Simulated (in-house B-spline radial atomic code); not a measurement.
Orbital energies and mean radii along the 63-electron series, configuration 1s2 2s2 2p6 3s2 3p6 3d10 4s2 4p6 4d10 4f5/2(6) 4f7/2(7) 5s2 5p1/2(2). The effective charge is n√(-2ε), a non-relativistic measure. Computed with a radial B-spline atomic code at the basis-set limit: Dirac-Hartree-Fock, jj configuration that fills j = l - 1/2 first, finite nuclei.

| ion | Z | energy of 4d5/2 (Eh) | mean radius of 4d5/2 (bohr) | energy of 4f7/2 (Eh) | mean radius of 4f7/2 (bohr) | effective charge of 4d5/2 |
| --- | --- | --- | --- | --- | --- | --- |
| Lu8+ | 71 | -12.58 | 0.54985 | -5.3688 | 0.64642 | 20.064 |
| Hf9+ | 72 | ? | ? | ? | ? | ? |
| Ta10+ | 73 | -15.436 | 0.52334 | -7.6784 | 0.58778 | 22.225 |
| W11+ | 74 | -16.98 | 0.51083 | -8.9467 | 0.56344 | 23.31 |
| Re12+ | 75 | ? | ? | ? | ? | ? |
| Os13+ | 76 | -20.287 | 0.48726 | -11.701 | 0.52178 | 25.479 |

(1) Fill in the row of Hf9+.

(2) Fill in the row of Re12+.

(3) How does the screening of 4d5/2 change?

Answers

(1) energy of 4d5/2 (Eh): -13.969; mean radius of 4d5/2 (bohr): 0.53635; energy of 4f7/2 (Eh): -6.4849; mean radius of 4f7/2 (bohr): 0.61518; effective charge of 4d5/2: 21.142.

(2) energy of 4d5/2 (Eh): -18.597; mean radius of 4d5/2 (bohr): 0.4988; energy of 4f7/2 (Eh): -10.288; mean radius of 4f7/2 (bohr): 0.54158; effective charge of 4d5/2: 24.395.

(3) Z less the effective charge goes from 50.94 at Z = 71 to 50.52 at Z = 76.
